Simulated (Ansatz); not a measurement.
A short molecular-dynamics run on HHfI₃O (`[OH][Hf]([I])([I])[I]`).

```yaml
crystal:
  periodic: [false, false, false]
  atoms:
    - {symbol: O, position_ang: [-0.726395, 0.260804, 1.317298]}
    - {symbol: Hf, position_ang: [0.164774, -0.059334, -0.298814]}
    - {symbol: I, position_ang: [2.739975, -0.677960, 0.231011]}
    - {symbol: I, position_ang: [-1.040187, -2.116097, -1.568743]}
    - {symbol: I, position_ang: [0.041577, 2.168913, -1.820455]}
    - {symbol: H, position_ang: [-1.179743, 0.423674, 2.139713]}
basis:
  gaussian: {orbitals: def2-SVP}
hamiltonian: {xc: {name: BLYP}}
md: {timestep: 0.5 fs, n_steps: 50, ensemble: nvt_nose_hoover, temperature: 500, initial_velocities: maxwell_boltzmann, seed: 971}
```

```sh
$ ansatz run in.yaml --threads 4 --pin off --events-out ev --progress --plain --max-ram 11315MiB
```

```tsv
step	time (fs)	potential energy (eV)	kinetic (eV)	T (K)	conserved (eV)
0	0.0	-27672.8247	0.2585	500	-27672.5662
1	0.5	-27672.8146	0.2487	481	-27672.5660
2	1.0	-27672.8064	0.2406	465	-27672.5658
3	1.5	-27672.8027	0.2369	458	-27672.5658
4	2.0	-27672.8038	0.2378	460	-27672.5660
5	2.5	-27672.8068	0.2406	465	-27672.5662
6	3.0	-27672.8081	0.2418	468	-27672.5663
7	3.5	-27672.8052	0.2389	462	-27672.5663
8	4.0	-27672.7982	0.2320	449	-27672.5662
9	4.5	-27672.7891	0.2231	431	-27672.5660
10	5.0	-27672.7808	0.2150	416	-27672.5658
11	5.5	-27672.7758	0.2101	406	-27672.5658
12	6.0	-27672.7754	0.2097	406	-27672.5658
13	6.5	-27672.7789	0.2130	412	-27672.5660
14	7.0	-27672.7841	0.2181	422	-27672.5661
15	7.5	-27672.7882	0.2220	429	-27672.5663
16	8.0	-27672.7886	0.2223	430	-27672.5664
17	8.5	-27672.7846	0.2185	423	-27672.5662
18	9.0	-27672.7780	0.2122	410	-27672.5660
19	9.5	-27672.7724	0.2068	400	-27672.5658
20	10.0	-27672.7710	0.2055	397	-27672.5657
21	10.5	-27672.7748	0.2092	405	-27672.5659
22	11.0	-27672.7818	0.2159	418	-27672.5661
23	11.5	-27672.7880	0.2220	429	-27672.5663
24	12.0	-27672.7905	0.2244	434	-27672.5664
25	12.5	-27672.7882	0.2223	430	-27672.5663
26	13.0	-27672.7824	0.2167	419	-27672.5661
27	13.5	-27672.7759	0.2105	407	-27672.5659
28	14.0	-27672.7714	0.2060	398	-27672.5658
29	14.5	-27672.7703	0.2050	397	-27672.5658
30	15.0	-27672.7728	0.2074	401	-27672.5659
31	15.5	-27672.7771	0.2116	409	-27672.5661
32	16.0	-27672.7804	0.2148	415	-27672.5663
33	16.5	-27672.7802	0.2146	415	-27672.5664
34	17.0	-27672.7750	0.2094	405	-27672.5663
35	17.5	-27672.7656	0.2003	387	-27672.5661
36	18.0	-27672.7552	0.1901	368	-27672.5659
37	18.5	-27672.7473	0.1824	353	-27672.5658
38	19.0	-27672.7441	0.1792	347	-27672.5658
39	19.5	-27672.7447	0.1798	348	-27672.5660
40	20.0	-27672.7462	0.1810	350	-27672.5663
41	20.5	-27672.7448	0.1796	347	-27672.5664
42	21.0	-27672.7388	0.1737	336	-27672.5663
43	21.5	-27672.7287	0.1638	317	-27672.5662
44	22.0	-27672.7167	0.1521	294	-27672.5660
45	22.5	-27672.7058	0.1413	273	-27672.5658
46	23.0	-27672.6981	0.1337	259	-27672.5658
47	23.5	-27672.6944	0.1301	252	-27672.5658
48	24.0	-27672.6941	0.1297	251	-27672.5660
49	24.5	-27672.6948	0.1302	252	-27672.5662
50	25.0	-27672.6937	0.1291	250	-27672.5663
```

Velocities are drawn at the set temperature; a run this short doesn't reach equilibrium.

Frames (Å, forces in eV/Å):

```xyz
6
time=0.0 fs
O    -0.726    0.261    1.317   -0.122    0.043    0.220
Hf    0.165   -0.059   -0.299    0.309   -0.109   -0.561
I     2.740   -0.678    0.231    0.506   -0.121    0.119
I    -1.040   -2.116   -1.569   -0.248   -0.408   -0.240
I     0.042    2.169   -1.820   -0.032    0.446   -0.289
H    -1.180    0.424    2.140   -0.414    0.149    0.750
6
time=0.5 fs
O    -0.727    0.263    1.314    0.022   -0.012   -0.049
Hf    0.164   -0.061   -0.298    0.370   -0.083   -0.635
I     2.741   -0.677    0.231    0.497   -0.120    0.120
I    -1.040   -2.115   -1.568   -0.261   -0.430   -0.251
I     0.042    2.169   -1.821   -0.031    0.431   -0.280
H    -1.171    0.422    2.135   -0.597    0.215    1.095
6
time=1.0 fs
O    -0.728    0.265    1.311    0.082   -0.037   -0.173
Hf    0.163   -0.062   -0.298    0.431   -0.056   -0.708
I     2.741   -0.677    0.231    0.488   -0.120    0.121
I    -1.040   -2.114   -1.568   -0.275   -0.453   -0.263
I     0.042    2.169   -1.821   -0.031    0.416   -0.271
H    -1.164    0.422    2.132   -0.695    0.251    1.293
6
time=1.5 fs
O    -0.729    0.267    1.308    0.039   -0.024   -0.107
Hf    0.162   -0.064   -0.298    0.491   -0.030   -0.779
I     2.742   -0.676    0.230    0.480   -0.120    0.122
I    -1.039   -2.113   -1.568   -0.289   -0.477   -0.275
I     0.043    2.170   -1.821   -0.031    0.401   -0.262
H    -1.159    0.421    2.133   -0.690    0.250    1.301
6
time=2.0 fs
O    -0.730    0.269    1.305   -0.102    0.024    0.151
Hf    0.161   -0.065   -0.297    0.550   -0.003   -0.847
I     2.743   -0.676    0.230    0.472   -0.119    0.122
I    -1.039   -2.112   -1.567   -0.303   -0.501   -0.287
I     0.043    2.170   -1.821   -0.030    0.387   -0.254
H    -1.155    0.422    2.136   -0.587    0.213    1.115
6
time=2.5 fs
O    -0.731    0.272    1.302   -0.316    0.098    0.559
Hf    0.160   -0.067   -0.297    0.608    0.024   -0.913
I     2.743   -0.675    0.230    0.465   -0.119    0.123
I    -1.039   -2.111   -1.567   -0.318   -0.525   -0.300
I     0.043    2.170   -1.822   -0.030    0.373   -0.245
H    -1.153    0.423    2.143   -0.409    0.150    0.776
6
time=3.0 fs
O    -0.731    0.274    1.299   -0.564    0.184    1.050
Hf    0.160   -0.068   -0.297    0.664    0.051   -0.973
I     2.744   -0.675    0.230    0.457   -0.119    0.124
I    -1.038   -2.110   -1.567   -0.332   -0.549   -0.313
I     0.044    2.170   -1.822   -0.029    0.359   -0.237
H    -1.152    0.424    2.151   -0.196    0.075    0.350
6
time=3.5 fs
O    -0.732    0.276    1.296   -0.808    0.269    1.550
Hf    0.159   -0.070   -0.296    0.716    0.079   -1.027
I     2.745   -0.674    0.229    0.449   -0.119    0.124
I    -1.038   -2.108   -1.567   -0.347   -0.573   -0.326
I     0.044    2.171   -1.822   -0.029    0.345   -0.229
H    -1.151    0.425    2.160    0.018   -0.001   -0.092
6
time=4.0 fs
O    -0.733    0.278    1.293   -1.021    0.343    1.998
Hf    0.158   -0.072   -0.296    0.764    0.109   -1.072
I     2.745   -0.674    0.229    0.441   -0.119    0.125
I    -1.038   -2.107   -1.566   -0.361   -0.597   -0.339
I     0.044    2.171   -1.822   -0.028    0.331   -0.221
H    -1.150    0.427    2.169    0.204   -0.067   -0.490
6
time=4.5 fs
O    -0.735    0.281    1.291   -1.181    0.399    2.351
Hf    0.157   -0.073   -0.296    0.807    0.141   -1.107
I     2.746   -0.673    0.229    0.433   -0.119    0.125
I    -1.037   -2.106   -1.566   -0.375   -0.621   -0.352
I     0.045    2.171   -1.822   -0.027    0.316   -0.213
H    -1.148    0.428    2.176    0.344   -0.116   -0.804
6
time=5.0 fs
O    -0.736    0.283    1.289   -1.281    0.432    2.585
Hf    0.156   -0.075   -0.295    0.843    0.175   -1.130
I     2.747   -0.673    0.229    0.424   -0.118    0.125
I    -1.037   -2.105   -1.566   -0.389   -0.645   -0.365
I     0.045    2.172   -1.823   -0.027    0.301   -0.205
H    -1.146    0.429    2.182    0.429   -0.146   -1.009
6
time=5.5 fs
O    -0.738    0.285    1.288   -1.316    0.442    2.686
Hf    0.155   -0.076   -0.295    0.873    0.212   -1.141
I     2.747   -0.672    0.228    0.414   -0.118    0.125
I    -1.037   -2.104   -1.565   -0.402   -0.668   -0.377
I     0.045    2.172   -1.823   -0.026    0.286   -0.197
H    -1.143    0.430    2.186    0.457   -0.155   -1.095
6
time=6.0 fs
O    -0.740    0.288    1.287   -1.287    0.429    2.649
Hf    0.155   -0.078   -0.295    0.896    0.252   -1.139
I     2.748   -0.672    0.228    0.404   -0.117    0.124
I    -1.037   -2.103   -1.565   -0.415   -0.690   -0.390
I     0.046    2.172   -1.823   -0.025    0.270   -0.188
H    -1.139    0.430    2.186    0.428   -0.144   -1.055
6
time=6.5 fs
O    -0.742    0.290    1.286   -1.197    0.394    2.475
Hf    0.154   -0.079   -0.295    0.911    0.294   -1.125
I     2.749   -0.671    0.228    0.393   -0.116    0.123
I    -1.036   -2.102   -1.565   -0.428   -0.712   -0.402
I     0.046    2.173   -1.823   -0.024    0.254   -0.180
H    -1.133    0.430    2.184    0.345   -0.113   -0.892
6
time=7.0 fs
O    -0.744    0.293    1.285   -1.052    0.338    2.173
Hf    0.153   -0.081   -0.294    0.920    0.340   -1.099
I     2.749   -0.671    0.228    0.382   -0.115    0.122
I    -1.036   -2.101   -1.565   -0.440   -0.733   -0.415
I     0.046    2.173   -1.824   -0.023    0.237   -0.171
H    -1.127    0.429    2.180    0.214   -0.066   -0.611
6
time=7.5 fs
O    -0.746    0.296    1.285   -0.863    0.266    1.761
Hf    0.152   -0.082   -0.294    0.922    0.388   -1.062
I     2.750   -0.670    0.227    0.371   -0.115    0.121
I    -1.036   -2.100   -1.565   -0.453   -0.754   -0.427
I     0.047    2.173   -1.824   -0.022    0.220   -0.162
H    -1.120    0.429    2.175    0.045   -0.005   -0.231
6
time=8.0 fs
O    -0.749    0.298    1.286   -0.647    0.184    1.274
Hf    0.151   -0.084   -0.294    0.919    0.438   -1.016
I     2.751   -0.670    0.227    0.359   -0.114    0.120
I    -1.036   -2.099   -1.564   -0.465   -0.775   -0.439
I     0.047    2.174   -1.824   -0.021    0.202   -0.153
H    -1.113    0.428    2.169   -0.145    0.064    0.213
6
time=8.5 fs
O    -0.751    0.301    1.286   -0.430    0.101    0.770
Hf    0.151   -0.085   -0.294    0.912    0.489   -0.963
I     2.752   -0.669    0.227    0.347   -0.113    0.118
I    -1.036   -2.099   -1.564   -0.476   -0.796   -0.451
I     0.047    2.174   -1.824   -0.020    0.185   -0.144
H    -1.107    0.428    2.164   -0.332    0.132    0.669
6
time=9.0 fs
O    -0.754    0.304    1.286   -0.241    0.028    0.322
Hf    0.150   -0.087   -0.294    0.902    0.542   -0.904
I     2.752   -0.669    0.227    0.335   -0.112    0.117
I    -1.035   -2.098   -1.564   -0.488   -0.816   -0.463
I     0.048    2.174   -1.825   -0.019    0.168   -0.135
H    -1.101    0.428    2.160   -0.488    0.189    1.063
6
time=9.5 fs
O    -0.756    0.307    1.287   -0.110   -0.025    0.005
Hf    0.149   -0.088   -0.293    0.890    0.596   -0.840
I     2.753   -0.668    0.227    0.323   -0.111    0.115
I    -1.035   -2.097   -1.564   -0.500   -0.837   -0.475
I     0.048    2.175   -1.825   -0.018    0.151   -0.127
H    -1.097    0.428    2.158   -0.585    0.225    1.322
6
time=10.0 fs
O    -0.759    0.309    1.288   -0.056   -0.050   -0.122
Hf    0.149   -0.090   -0.293    0.876    0.650   -0.774
I     2.754   -0.668    0.226    0.311   -0.110    0.113
I    -1.035   -2.096   -1.563   -0.511   -0.857   -0.487
I     0.049    2.175   -1.825   -0.017    0.135   -0.119
H    -1.094    0.429    2.160   -0.603    0.232    1.388
6
time=10.5 fs
O    -0.762    0.312    1.288   -0.082   -0.047   -0.042
Hf    0.148   -0.091   -0.293    0.862    0.704   -0.705
I     2.755   -0.667    0.226    0.300   -0.109    0.111
I    -1.035   -2.095   -1.563   -0.523   -0.878   -0.500
I     0.049    2.175   -1.826   -0.016    0.119   -0.111
H    -1.092    0.431    2.165   -0.541    0.211    1.246
6
time=11.0 fs
O    -0.765    0.315    1.289   -0.172   -0.020    0.214
Hf    0.147   -0.092   -0.293    0.846    0.759   -0.634
I     2.756   -0.667    0.226    0.290   -0.109    0.110
I    -1.035   -2.094   -1.563   -0.535   -0.899   -0.513
I     0.049    2.176   -1.826   -0.015    0.104   -0.103
H    -1.092    0.433    2.174   -0.414    0.165    0.926
6
time=11.5 fs
O    -0.767    0.318    1.289   -0.298    0.021    0.581
Hf    0.147   -0.094   -0.293    0.829    0.813   -0.560
I     2.756   -0.667    0.226    0.279   -0.108    0.108
I    -1.035   -2.093   -1.563   -0.546   -0.920   -0.525
I     0.050    2.176   -1.826   -0.014    0.088   -0.096
H    -1.092    0.435    2.184   -0.250    0.106    0.492
6
time=12.0 fs
O    -0.770    0.320    1.290   -0.432    0.064    0.983
Hf    0.146   -0.095   -0.293    0.811    0.868   -0.482
I     2.757   -0.666    0.226    0.269   -0.108    0.106
I    -1.034   -2.092   -1.563   -0.558   -0.940   -0.538
I     0.050    2.176   -1.826   -0.013    0.073   -0.089
H    -1.094    0.438    2.196   -0.076    0.042    0.021
6
time=12.5 fs
O    -0.773    0.323    1.291   -0.548    0.101    1.351
Hf    0.145   -0.097   -0.293    0.790    0.924   -0.401
I     2.758   -0.666    0.225    0.258   -0.107    0.104
I    -1.034   -2.092   -1.563   -0.569   -0.961   -0.551
I     0.050    2.177   -1.827   -0.012    0.058   -0.082
H    -1.095    0.441    2.207    0.081   -0.016   -0.422
6
time=13.0 fs
O    -0.776    0.326    1.292   -0.629    0.126    1.637
Hf    0.145   -0.098   -0.293    0.767    0.981   -0.314
I     2.759   -0.665    0.225    0.247   -0.106    0.101
I    -1.034   -2.091   -1.563   -0.580   -0.980   -0.563
I     0.051    2.177   -1.827   -0.011    0.043   -0.075
H    -1.096    0.444    2.218    0.207   -0.063   -0.786
6
time=13.5 fs
O    -0.779    0.329    1.293   -0.667    0.135    1.811
Hf    0.144   -0.100   -0.293    0.740    1.039   -0.223
I     2.760   -0.665    0.225    0.236   -0.106    0.099
I    -1.034   -2.090   -1.562   -0.591   -0.999   -0.575
I     0.051    2.177   -1.827   -0.010    0.028   -0.067
H    -1.097    0.446    2.226    0.292   -0.096   -1.043
6
time=14.0 fs
O    -0.782    0.331    1.295   -0.658    0.125    1.857
Hf    0.143   -0.101   -0.292    0.710    1.098   -0.128
I     2.760   -0.664    0.225    0.224   -0.105    0.097
I    -1.034   -2.089   -1.562   -0.601   -1.018   -0.587
I     0.051    2.178   -1.828   -0.009    0.013   -0.060
H    -1.097    0.448    2.233    0.334   -0.113   -1.179
6
time=14.5 fs
O    -0.785    0.334    1.296   -0.601    0.098    1.771
Hf    0.143   -0.102   -0.292    0.677    1.158   -0.028
I     2.761   -0.664    0.225    0.212   -0.104    0.094
I    -1.034   -2.089   -1.562   -0.611   -1.036   -0.599
I     0.052    2.178   -1.828   -0.008   -0.003   -0.052
H    -1.096    0.450    2.236    0.331   -0.113   -1.186
6
time=15.0 fs
O    -0.789    0.337    1.298   -0.500    0.052    1.553
Hf    0.142   -0.104   -0.292    0.641    1.220    0.075
I     2.762   -0.663    0.224    0.200   -0.103    0.091
I    -1.034   -2.088   -1.562   -0.620   -1.053   -0.610
I     0.052    2.179   -1.828   -0.007   -0.019   -0.045
H    -1.095    0.452    2.237    0.286   -0.097   -1.065
6
time=15.5 fs
O    -0.792    0.340    1.301   -0.357   -0.009    1.209
Hf    0.142   -0.105   -0.292    0.603    1.282    0.180
I     2.763   -0.663    0.224    0.187   -0.102    0.089
I    -1.034   -2.087   -1.562   -0.629   -1.069   -0.620
I     0.052    2.179   -1.828   -0.006   -0.035   -0.037
H    -1.092    0.454    2.235    0.202   -0.066   -0.821
6
time=16.0 fs
O    -0.795    0.343    1.303   -0.180   -0.085    0.756
Hf    0.141   -0.106   -0.292    0.563    1.345    0.286
I     2.764   -0.662    0.224    0.174   -0.101    0.086
I    -1.034   -2.087   -1.562   -0.638   -1.085   -0.631
I     0.053    2.179   -1.829   -0.005   -0.052   -0.029
H    -1.090    0.455    2.231    0.086   -0.022   -0.468
6
time=16.5 fs
O    -0.799    0.345    1.306    0.019   -0.171    0.221
Hf    0.141   -0.108   -0.292    0.523    1.407    0.392
I     2.765   -0.662    0.224    0.161   -0.100    0.083
I    -1.034   -2.086   -1.562   -0.646   -1.100   -0.641
I     0.053    2.180   -1.829   -0.005   -0.068   -0.021
H    -1.087    0.457    2.226   -0.053    0.031   -0.035
6
time=17.0 fs
O    -0.802    0.348    1.309    0.224   -0.259   -0.344
Hf    0.140   -0.109   -0.292    0.484    1.469    0.497
I     2.765   -0.661    0.224    0.148   -0.099    0.080
I    -1.034   -2.085   -1.562   -0.654   -1.115   -0.651
I     0.053    2.180   -1.829   -0.004   -0.084   -0.013
H    -1.084    0.458    2.220   -0.199    0.088    0.431
6
time=17.5 fs
O    -0.806    0.351    1.311    0.413   -0.343   -0.873
Hf    0.139   -0.110   -0.292    0.446    1.529    0.598
I     2.766   -0.661    0.223    0.135   -0.098    0.077
I    -1.034   -2.085   -1.562   -0.662   -1.129   -0.660
I     0.054    2.180   -1.830   -0.003   -0.100   -0.005
H    -1.081    0.460    2.216   -0.330    0.140    0.863
6
time=18.0 fs
O    -0.809    0.354    1.314    0.562   -0.411   -1.288
Hf    0.139   -0.111   -0.292    0.411    1.588    0.695
I     2.767   -0.661    0.223    0.122   -0.097    0.074
I    -1.034   -2.084   -1.562   -0.669   -1.143   -0.670
I     0.054    2.181   -1.830   -0.002   -0.115    0.003
H    -1.080    0.462    2.214   -0.424    0.179    1.186
6
time=18.5 fs
O    -0.812    0.356    1.316    0.652   -0.457   -1.522
Hf    0.138   -0.113   -0.292    0.378    1.644    0.787
I     2.768   -0.660    0.223    0.110   -0.096    0.072
I    -1.034   -2.084   -1.562   -0.677   -1.157   -0.679
I     0.054    2.181   -1.830   -0.001   -0.130    0.010
H    -1.079    0.464    2.215   -0.462    0.196    1.333
6
time=19.0 fs
O    -0.816    0.359    1.318    0.675   -0.474   -1.541
Hf    0.138   -0.114   -0.291    0.349    1.697    0.873
I     2.769   -0.660    0.223    0.098   -0.095    0.069
I    -1.034   -2.083   -1.562   -0.684   -1.171   -0.689
I     0.055    2.181   -1.830    0.000   -0.144    0.017
H    -1.080    0.467    2.219   -0.437    0.187    1.270
6
time=19.5 fs
O    -0.819    0.361    1.320    0.636   -0.466   -1.358
Hf    0.137   -0.115   -0.291    0.324    1.748    0.954
I     2.770   -0.659    0.223    0.087   -0.094    0.067
I    -1.034   -2.082   -1.562   -0.692   -1.185   -0.698
I     0.055    2.182   -1.831    0.000   -0.157    0.023
H    -1.081    0.470    2.226   -0.355    0.154    1.012
6
time=20.0 fs
O    -0.822    0.364    1.321    0.554   -0.438   -1.027
Hf    0.137   -0.116   -0.291    0.301    1.797    1.029
I     2.770   -0.659    0.223    0.076   -0.094    0.064
I    -1.034   -2.082   -1.562   -0.699   -1.198   -0.707
I     0.055    2.182   -1.831    0.001   -0.170    0.029
H    -1.084    0.474    2.235   -0.233    0.103    0.611
6
time=20.5 fs
O    -0.825    0.366    1.323    0.452   -0.401   -0.624
Hf    0.136   -0.117   -0.291    0.281    1.844    1.100
I     2.771   -0.658    0.222    0.066   -0.093    0.062
I    -1.034   -2.081   -1.562   -0.707   -1.211   -0.716
I     0.056    2.182   -1.831    0.001   -0.182    0.036
H    -1.087    0.478    2.246   -0.093    0.044    0.143
6
time=21.0 fs
O    -0.827    0.369    1.324    0.351   -0.362   -0.222
Hf    0.136   -0.118   -0.291    0.263    1.888    1.167
I     2.772   -0.658    0.222    0.055   -0.092    0.060
I    -1.034   -2.081   -1.562   -0.714   -1.224   -0.724
I     0.056    2.183   -1.832    0.002   -0.194    0.042
H    -1.090    0.482    2.257    0.043   -0.016   -0.322
6
time=21.5 fs
O    -0.830    0.371    1.325    0.268   -0.329    0.122
Hf    0.135   -0.119   -0.290    0.245    1.932    1.231
I     2.773   -0.657    0.222    0.045   -0.092    0.057
I    -1.034   -2.081   -1.562   -0.720   -1.236   -0.732
I     0.056    2.183   -1.832    0.002   -0.206    0.047
H    -1.093    0.486    2.268    0.159   -0.068   -0.725
6
time=22.0 fs
O    -0.833    0.373    1.327    0.214   -0.308    0.371
Hf    0.135   -0.120   -0.290    0.229    1.974    1.292
I     2.774   -0.657    0.222    0.035   -0.091    0.055
I    -1.034   -2.080   -1.562   -0.726   -1.247   -0.740
I     0.057    2.183   -1.832    0.002   -0.218    0.053
H    -1.096    0.490    2.277    0.247   -0.109   -1.032
6
time=22.5 fs
O    -0.836    0.375    1.328    0.193   -0.301    0.505
Hf    0.134   -0.122   -0.290    0.213    2.014    1.351
I     2.775   -0.657    0.222    0.024   -0.090    0.053
I    -1.034   -2.080   -1.562   -0.732   -1.258   -0.747
I     0.057    2.184   -1.832    0.003   -0.230    0.060
H    -1.098    0.493    2.283    0.300   -0.135   -1.221
6
time=23.0 fs
O    -0.838    0.377    1.330    0.208   -0.310    0.514
Hf    0.134   -0.122   -0.290    0.196    2.055    1.407
I     2.776   -0.656    0.222    0.013   -0.089    0.051
I    -1.034   -2.079   -1.562   -0.737   -1.267   -0.754
I     0.057    2.184   -1.833    0.003   -0.242    0.066
H    -1.100    0.497    2.286    0.317   -0.146   -1.284
6
time=23.5 fs
O    -0.841    0.379    1.331    0.259   -0.336    0.396
Hf    0.133   -0.123   -0.289    0.180    2.094    1.462
I     2.776   -0.656    0.221    0.002   -0.089    0.049
I    -1.034   -2.079   -1.563   -0.742   -1.276   -0.760
I     0.058    2.184   -1.833    0.003   -0.254    0.072
H    -1.100    0.499    2.287    0.298   -0.140   -1.219
6
time=24.0 fs
O    -0.844    0.381    1.333    0.344   -0.378    0.155
Hf    0.133   -0.124   -0.289    0.164    2.132    1.513
I     2.777   -0.655    0.221   -0.010   -0.088    0.047
I    -1.035   -2.079   -1.563   -0.746   -1.284   -0.765
I     0.058    2.185   -1.833    0.004   -0.266    0.078
H    -1.100    0.502    2.284    0.245   -0.117   -1.028
6
time=24.5 fs
O    -0.846    0.383    1.334    0.459   -0.435   -0.201
Hf    0.132   -0.125   -0.289    0.148    2.168    1.562
I     2.778   -0.655    0.221   -0.021   -0.086    0.045
I    -1.035   -2.079   -1.563   -0.750   -1.290   -0.770
I     0.058    2.185   -1.834    0.004   -0.278    0.085
H    -1.100    0.504    2.279    0.160   -0.079   -0.721
6
time=25.0 fs
O    -0.849    0.385    1.336    0.599   -0.505   -0.648
Hf    0.132   -0.126   -0.289    0.133    2.204    1.607
I     2.779   -0.654    0.221   -0.033   -0.085    0.043
I    -1.035   -2.078   -1.563   -0.753   -1.296   -0.774
I     0.059    2.185   -1.834    0.004   -0.290    0.091
H    -1.099    0.506    2.272    0.050   -0.027   -0.319
```

Hardware: 4 threads of an Intel Xeon Platinum 8375C on a shared host. Wall time 79 s, peak host memory 0.47 GiB.
